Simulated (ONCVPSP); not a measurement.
rhenium (Re): excitation energies, all-electron against ONCV

- Element: rhenium (Re)
- Generator: ONCVPSP 4.0.1
- Type: optimised norm-conserving Vanderbilt (ONCV)
- Functional: PBEsol
- Relativity: scalar-relativistic
- Frozen core: [Kr] 4d10 4f14
- Valence charge: 15
- Reference configuration: 5s2 5p6 5d5 6s1 (charge +1)
- Partial waves: 5s+6s: rc 1.70 bohr, ncon 4, nbas 8, qcut 6.3 1/bohr, 2 projectors; 5p: rc 1.65 bohr, ncon 3, nbas 8, qcut 6.7 1/bohr, 2 projectors, debl 0.8 Ha; 5d: rc 2.65 bohr, ncon 4, nbas 9, qcut 5.6 1/bohr, 2 projectors, debl 1.2 Ha
- Local potential: polynomial inside 1.60 bohr (lpopt 5, dvloc0 0 Ha)
- Core correction: polynomial model core, fcfact 1.08

In the p channel the program set the typed energies aside and used -2.016, 0.250 Ha.

Energies are relative to the spin-unpolarised reference configuration 5s2 5p6 5d5 6s1; without spin polarisation the order of configurations can differ from experiment.

```csv
valence configuration,charge,ΔE all-electron (eV),error AE − PS (meV)
5s2 5p6 5d5 6s2,0,-9.293,+2.5
5s2 5p6 5d5 6s0,+2,16.344,-9.0
5s2 5p6 5d5 6s0 6p2,0,0.670,-0.9
```

Problem. What are ΔE and the potential's error for 5s2 5p6 5d4 6s0?

Solution. ΔE = 43.502 eV all-electron; the error (AE − PS) is -3.6 meV.
